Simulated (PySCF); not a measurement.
(1S)-1-bromo-1-chloroethane (C2H4BrCl), SMILES C[C@@H](Cl)Br. Coordinates come from a B3LYP-D3(BJ)/def2-SVP optimisation.

Computed equilibrium geometry at B3LYP-D3(BJ)/def2-SVP (PySCF confirms it by a frequency run) as bond lengths and angles:
Atoms: C1 C2 Cl3 Br4 H5 H6 H7 H8. Bonds (Å): C1–C2 1.512, C1–H5 1.099, C1–H6 1.101, C1–H7 1.100, C2–Cl3 1.793, C2–Br4 1.973, C2–H8 1.095. Angles (°): C2–C1–H5 110.6, C2–C1–H6 109.3, C2–C1–H7 110.0, H5–C1–H6 108.8, H5–C1–H7 109.0, H6–C1–H7 109.1, C1–C2–Cl3 111.1, C1–C2–Br4 110.7, C1–C2–H8 112.9, Cl3–C2–Br4 110.8, Cl3–C2–H8 106.5, Br4–C2–H8 104.5.
